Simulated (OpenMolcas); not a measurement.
# Pb2+: effect of the basis set

* Program: OpenMolcas
* Method: CASSCF
* Active space: 2 electrons in 8 orbitals (6s 6p 7s 7p)
* State averaging: 2S+1 = 3 even, 3 roots; 2S+1 = 1 even, 7 roots; 2S+1 = 3 odd, 3 roots; 2S+1 = 1 odd, 3 roots
* Spin-orbit coupling: state interaction with AMFI integrals over the reference wave functions, term energies averaged over their components

A. ANO-RCC-VTZP [8s7p5d3f2g], DKH2, point nucleus; cost roughly 28 core-seconds
B. ANO-RCC-VQZP [9s8p6d4f3g], DKH2, point nucleus; cost of the order of 30 core-seconds
C. ANO-RCC [11s10p9d6f4g], DKH2, point nucleus; cost about 100 core-seconds

Energies in cm-1 above 6s2 1S0, the measured ground level; measured values from Moore, Atomic Energy Levels, vol. III, NSRDS-NBS 35 (1971 reprint of NBS Circular 467, 1958).

```
      Level      A      B      C  Measured
    6s2 1S0    0.0    0.0    0.0       0.0
6s 6p 3P* 0  56440  56638  55858     60397
6s 6p 3P* 1  60500  60540  59958     64391
6s 6p 3P* 2  71698  71361  71348          
6s 6p 1P* 1  97919  97844  97843     95340
```

Deviations, from unrounded energies. A percentage is the sum of absolute deviations over the sum of measured energies, with the sign that they share, or ± where signs differ.

```
           Against measurement  Levels     A     B     C
mean absolute deviation (cm-1)       3  3500  3400  3800
      other configurations (%)       3  ±4.7  ±4.6  ±5.2
```

A, B lie about equally close to measurement and C furthest from it. The largest miss of B in the table is 6s 6p 3P* 1, by -3900 cm-1. The ranking rests on the paired levels alone, and a cruder setting can come out closer through cancelling errors.

Among A to C the level of the table that moves most is 6s 6p 3P* 0, by 780 cm-1 (lowest in C, highest in B).

The run also gave levels led by 6s 7s, which use shells meant for correlation; these and all levels above them are left out. Spin-orbit splittings of 6p shells tend to come out small when the coupling is added on scalar orbitals. Measured partners are found by configuration, term and J. A level has none where our copy of the source lacks it or the pairing is in doubt (some pairs that miss far off the trend of their configuration count as doubtful), and it then counts in no deviation. Only configurations of the active space appear. Levels that lie high or do not pair safely by name in every column are left out.

* marks odd parity.
